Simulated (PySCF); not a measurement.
Record of a relaxation.

C3H6F2O2.
Numbering: `[CH3:1][O:2][CH2:3][O:4][CH:5]([F:6])[F:7]` (hydrogens: H8, H9, H10 on C1; H11, H12 on C3; H13 on C5)

Computed by this run: PBE0-D3(BJ)/def2-SVP geometry optimisation, gas phase (PySCF); density fitting, grid level 1; the optimiser is geomeTRIC in internal coordinates, started from a GFN2-xTB structure with every atom displaced at random (about 0.01 Å). 12 of its 13 geometries are shown. The frame can shift and turn from step to step; on so coarse a grid that alone can change the energy by a few meV, and forces under 0.02 eV/Å are noise.

Step 0: E = -12713.5315 eV, largest atomic force 1.670 eV/Å
```
atom  x, y, z in Å  |  force x, y, z in eV/Å
C1     -1.849    0.164   -0.168   -0.050   1.562  -0.590
O2     -0.799   -0.538   -0.754    0.344  -0.144   0.207
C3      0.091   -1.028    0.153    1.089   0.413   0.351
O4      0.917    0.000    0.780   -1.262  -0.858  -0.196
C5      1.667    0.690   -0.078    1.080   0.921  -0.356
F6      1.975    1.876    0.493   -0.242  -0.359  -0.144
F7      2.861    0.056   -0.281   -0.493   0.071  -0.175
H8     -2.443   -0.455    0.477   -0.575  -0.732   0.658
H9     -1.506    1.051    0.421   -0.017  -0.406  -0.262
H10    -2.484    0.532   -0.993    0.031  -0.048   0.175
H11     0.758   -1.720   -0.373    0.073  -0.122  -0.138
H12    -0.366   -1.536    1.012   -0.208  -0.011   0.097
H13     1.184    0.892   -1.067    0.231  -0.287   0.373
```

Step 1: E = -12713.6262 eV, largest atomic force 0.336 eV/Å
```
atom  x, y, z in Å  |  force x, y, z in eV/Å
C1     -1.856    0.151   -0.180    0.076  -0.167   0.071
O2     -0.788   -0.563   -0.763   -0.098  -0.062   0.028
C3      0.133   -1.024    0.152   -0.123   0.300   0.089
O4      0.844    0.037    0.758    0.094   0.049  -0.052
C5      1.671    0.726   -0.077   -0.068  -0.185   0.204
F6      1.774    1.974    0.385    0.020  -0.084  -0.013
F7      2.901    0.171   -0.063    0.029   0.087  -0.016
H8     -2.450   -0.500    0.493    0.059   0.059  -0.064
H9     -1.493    1.015    0.398   -0.010   0.032   0.011
H10    -2.503    0.505   -0.990   -0.017   0.002  -0.076
H11     0.815   -1.706   -0.376    0.023  -0.012  -0.062
H12    -0.348   -1.544    0.999    0.039  -0.064  -0.009
H13     1.305    0.737   -1.115   -0.024   0.044  -0.109
```

Step 2: E = -12713.6313 eV, largest atomic force 0.119 eV/Å
```
atom  x, y, z in Å  |  force x, y, z in eV/Å
C1     -1.874    0.138   -0.183    0.019  -0.036  -0.032
O2     -0.796   -0.566   -0.753    0.020   0.047   0.108
C3      0.134   -1.008    0.160    0.057  -0.041  -0.055
O4      0.858    0.043    0.765   -0.052   0.012  -0.104
C5      1.683    0.726   -0.073   -0.024   0.007   0.064
F6      1.805    1.966    0.404    0.003   0.071   0.010
F7      2.913    0.172   -0.081   -0.023  -0.039  -0.007
H8     -2.458   -0.511    0.498    0.006   0.007  -0.001
H9     -1.531    1.021    0.381   -0.005   0.006  -0.002
H10    -2.523    0.463   -1.006   -0.010   0.005   0.009
H11     0.815   -1.680   -0.385    0.011  -0.022   0.005
H12    -0.328   -1.548    1.005    0.000   0.007   0.001
H13     1.307    0.761   -1.111   -0.002  -0.024   0.004
```

Step 3: E = -12713.6327 eV, largest atomic force 0.051 eV/Å
```
atom  x, y, z in Å  |  force x, y, z in eV/Å
C1     -1.872    0.131   -0.183    0.014  -0.003  -0.029
O2     -0.794   -0.572   -0.753    0.006   0.018   0.025
C3      0.140   -1.010    0.157    0.015  -0.032  -0.014
O4      0.850    0.048    0.763   -0.021   0.040  -0.023
C5      1.676    0.734   -0.070   -0.013  -0.009  -0.004
F6      1.795    1.976    0.405   -0.007   0.002   0.005
F7      2.904    0.178   -0.075    0.013  -0.009   0.000
H8     -2.450   -0.513    0.505   -0.004  -0.007   0.012
H9     -1.530    1.021    0.373   -0.004  -0.003  -0.004
H10    -2.526    0.450   -1.005   -0.001  -0.005   0.011
H11     0.826   -1.678   -0.388    0.001   0.005   0.005
H12    -0.319   -1.553    1.002    0.001  -0.007   0.002
H13     1.303    0.765   -1.109    0.000   0.008   0.014
```

Step 4: E = -12713.6337 eV, largest atomic force 0.041 eV/Å
```
atom  x, y, z in Å  |  force x, y, z in eV/Å
C1     -1.873    0.116   -0.185   -0.001   0.017  -0.005
O2     -0.791   -0.581   -0.754   -0.004  -0.004  -0.040
C3      0.148   -1.009    0.154   -0.005  -0.022   0.019
O4      0.840    0.060    0.760   -0.005   0.018   0.032
C5      1.669    0.749   -0.066    0.009   0.007  -0.016
F6      1.784    1.989    0.413   -0.002  -0.014  -0.003
F7      2.898    0.192   -0.067    0.010   0.008  -0.005
H8     -2.437   -0.526    0.516   -0.005  -0.013   0.012
H9     -1.538    1.016    0.357   -0.002  -0.006  -0.001
H10    -2.538    0.417   -1.004    0.003  -0.012   0.001
H11     0.844   -1.667   -0.391   -0.002   0.017   0.001
H12    -0.303   -1.559    0.998    0.004  -0.005   0.001
H13     1.301    0.782   -1.108    0.002   0.010   0.005
```

Step 5: E = -12713.6349 eV, largest atomic force 0.079 eV/Å
```
atom  x, y, z in Å  |  force x, y, z in eV/Å
C1     -1.878    0.080   -0.190   -0.028   0.028   0.022
O2     -0.785   -0.596   -0.757    0.000  -0.015  -0.074
C3      0.164   -1.001    0.150   -0.005  -0.021   0.030
O4      0.827    0.085    0.758    0.000   0.005   0.079
C5      1.658    0.778   -0.059    0.032   0.025  -0.054
F6      1.774    2.015    0.430   -0.006  -0.044  -0.002
F7      2.886    0.219   -0.062    0.010   0.019   0.005
H8     -2.417   -0.562    0.531   -0.002  -0.013   0.004
H9     -1.565    1.001    0.330    0.002  -0.008   0.000
H10    -2.561    0.346   -1.007    0.003  -0.014  -0.006
H11     0.878   -1.641   -0.394   -0.002   0.016  -0.002
H12    -0.273   -1.566    0.993    0.002   0.007  -0.002
H13     1.295    0.819   -1.101   -0.005   0.015  -0.002
```

Step 7: E = -12713.6361 eV, largest atomic force 0.060 eV/Å
```
atom  x, y, z in Å  |  force x, y, z in eV/Å
C1     -1.899   -0.057   -0.211   -0.032  -0.002   0.038
O2     -0.747   -0.638   -0.767    0.013  -0.018  -0.037
C3      0.223   -0.966    0.150   -0.005   0.018   0.010
O4      0.798    0.169    0.762    0.019  -0.035   0.046
C5      1.623    0.889   -0.039    0.024   0.031  -0.041
F6      1.745    2.105    0.493   -0.004  -0.021   0.004
F7      2.851    0.327   -0.076   -0.016   0.018   0.012
H8     -2.356   -0.720    0.548    0.006  -0.002  -0.016
H9     -1.681    0.914    0.264    0.004  -0.002   0.001
H10    -2.618    0.095   -1.027    0.000   0.001  -0.009
H11     0.991   -1.545   -0.387    0.002  -0.004   0.000
H12    -0.177   -1.563    0.989   -0.004   0.016  -0.001
H13     1.251    0.968   -1.077   -0.007   0.001  -0.006
```

Step 8: E = -12713.6363 eV, largest atomic force 0.035 eV/Å
```
atom  x, y, z in Å  |  force x, y, z in eV/Å
C1     -1.902   -0.105   -0.219   -0.007  -0.012   0.015
O2     -0.728   -0.649   -0.769    0.009  -0.007   0.003
C3      0.244   -0.954    0.155   -0.005   0.027  -0.001
O4      0.795    0.193    0.766    0.011  -0.033  -0.007
C5      1.607    0.928   -0.036    0.004   0.007   0.008
F6      1.728    2.136    0.513   -0.003   0.014  -0.001
F7      2.838    0.374   -0.092   -0.011   0.007  -0.002
H8     -2.341   -0.783    0.538    0.003  -0.001  -0.014
H9     -1.717    0.872    0.257    0.001  -0.001   0.002
H10    -2.620    0.023   -1.039    0.000   0.005  -0.003
H11     1.025   -1.519   -0.377    0.004  -0.009   0.002
H12    -0.150   -1.555    0.993   -0.003   0.005  -0.001
H13     1.224    1.018   -1.068   -0.002  -0.003  -0.001
```

Step 9: E = -12713.6366 eV, largest atomic force 0.033 eV/Å
```
atom  x, y, z in Å  |  force x, y, z in eV/Å
C1     -1.900   -0.121   -0.222    0.010  -0.010  -0.007
O2     -0.718   -0.653   -0.770   -0.003  -0.002   0.020
C3      0.252   -0.952    0.159    0.002   0.024  -0.013
O4      0.798    0.197    0.770    0.021  -0.012  -0.022
C5      1.599    0.942   -0.035   -0.022  -0.005   0.008
F6      1.712    2.149    0.516   -0.002   0.019   0.005
F7      2.834    0.400   -0.102   -0.008   0.000   0.005
H8     -2.340   -0.811    0.523   -0.001  -0.003  -0.006
H9     -1.724    0.852    0.266   -0.001  -0.002   0.003
H10    -2.612    0.011   -1.046    0.001   0.005   0.001
H11     1.037   -1.516   -0.370    0.005  -0.009   0.004
H12    -0.142   -1.553    0.997   -0.002   0.000   0.000
H13     1.207    1.032   -1.064    0.001  -0.005   0.002
```

Step 10: E = -12713.6369 eV, largest atomic force 0.037 eV/Å
```
atom  x, y, z in Å  |  force x, y, z in eV/Å
C1     -1.896   -0.142   -0.226    0.020  -0.004  -0.021
O2     -0.706   -0.658   -0.770   -0.009  -0.002   0.024
C3      0.263   -0.950    0.162    0.002   0.015  -0.017
O4      0.799    0.203    0.774    0.017   0.006  -0.023
C5      1.587    0.960   -0.034   -0.030  -0.014   0.016
F6      1.686    2.168    0.519   -0.005   0.019   0.001
F7      2.829    0.434   -0.105    0.005  -0.003   0.002
H8     -2.337   -0.844    0.506   -0.005  -0.006   0.002
H9     -1.731    0.826    0.276   -0.002  -0.004   0.004
H10    -2.602   -0.003   -1.054    0.001   0.003   0.003
H11     1.054   -1.509   -0.364    0.003  -0.004   0.005
H12    -0.131   -1.552    0.999    0.001  -0.004   0.001
H13     1.190    1.045   -1.061    0.003  -0.002   0.003
```

Step 11: E = -12713.6370 eV, largest atomic force 0.035 eV/Å
```
atom  x, y, z in Å  |  force x, y, z in eV/Å
C1     -1.891   -0.165   -0.230    0.020   0.005  -0.023
O2     -0.693   -0.665   -0.772   -0.012  -0.009   0.015
C3      0.276   -0.948    0.163   -0.002   0.005  -0.015
O4      0.797    0.211    0.777    0.017   0.019  -0.010
C5      1.573    0.980   -0.032   -0.031  -0.013   0.011
F6      1.650    2.191    0.518   -0.004   0.011  -0.002
F7      2.823    0.476   -0.100    0.010  -0.002   0.004
H8     -2.333   -0.881    0.488   -0.007  -0.009   0.006
H9     -1.737    0.797    0.287   -0.002  -0.006   0.004
H10    -2.592   -0.019   -1.061    0.002   0.000   0.003
H11     1.073   -1.501   -0.359    0.000   0.003   0.004
H12    -0.115   -1.553    1.000    0.004  -0.006   0.001
H13     1.175    1.056   -1.059    0.004   0.000   0.002
```

Step 12: E = -12713.6372 eV, largest atomic force under 0.02 eV/Å
```
atom  x, y, z in Å  |  force x, y, z in eV/Å
C1     -1.889   -0.175   -0.231    0.008   0.009  -0.011
O2     -0.688   -0.669   -0.772   -0.010  -0.017   0.001
C3      0.281   -0.947    0.163   -0.004   0.003  -0.007
O4      0.794    0.215    0.777    0.009   0.015   0.008
C5      1.566    0.988   -0.031   -0.015  -0.003   0.003
F6      1.630    2.202    0.515   -0.005  -0.001  -0.004
F7      2.821    0.494   -0.092    0.011   0.003   0.002
H8     -2.330   -0.896    0.483   -0.004  -0.007   0.003
H9     -1.739    0.785    0.291   -0.001  -0.005   0.003
H10    -2.589   -0.027   -1.063    0.002  -0.002   0.000
H11     1.082   -1.495   -0.358    0.000   0.007   0.001
H12    -0.107   -1.555    0.999    0.005  -0.003   0.001
H13     1.171    1.057   -1.060    0.003   0.001  -0.001
```

Task: Summarise the path.

Result: The energy falls by 10.20 kJ/mol from step 0 to step 12; nine tenths of that is first reached at step 2. It falls at every step. The largest force goes from 1.670 to under 0.02 eV/Å. Among the bonds C3–O4 changes most, from 1.459 to 1.411 Å; the atoms move by 0.081 Å rms after alignment.

Task: Follow the three bonds and two angles with the largest change from start to end.

Result: 
```
step  E above end (kJ/mol)  largest force (eV/Å)  C3–O4 (Å)  C1–H8 (Å)  O4–C5 (Å)  O4–C3–H11 (°)  O2–C3–H12 (°)
   0                 10.20                 1.670      1.459      1.073      1.332          107.9          114.5
   1                  1.06                 0.336      1.414      1.109      1.362          111.0          112.1
   2                  0.57                 0.119      1.412      1.106      1.360          110.4          112.5
   3                  0.43                 0.051      1.411      1.105      1.359          110.7          112.4
   4                  0.34                 0.041      1.410      1.105      1.357          110.8          112.4
   5                  0.22                 0.079      1.410      1.106      1.356          110.8          112.4
   6                  0.12                 0.081      1.410      1.106      1.356          110.7          112.4
   7                  0.10                 0.060      1.411      1.107      1.357          110.5          112.3
   8                  0.09                 0.035      1.412      1.107      1.358          110.4          112.3
   9                  0.05                 0.033      1.412      1.106      1.359          110.4          112.3
  10                  0.03                 0.037      1.412      1.106      1.359          110.4          112.3
  11                  0.01                 0.035      1.411      1.106      1.359          110.5          112.2
  12                  0.00            under 0.02      1.411      1.106      1.358          110.5          112.3
```

What follows is the cost of the whole optimisation. Time: 68 s of wall time; peak memory 0.49 GiB. Hardware: Arm Neoverse V2, one thread, shared host.
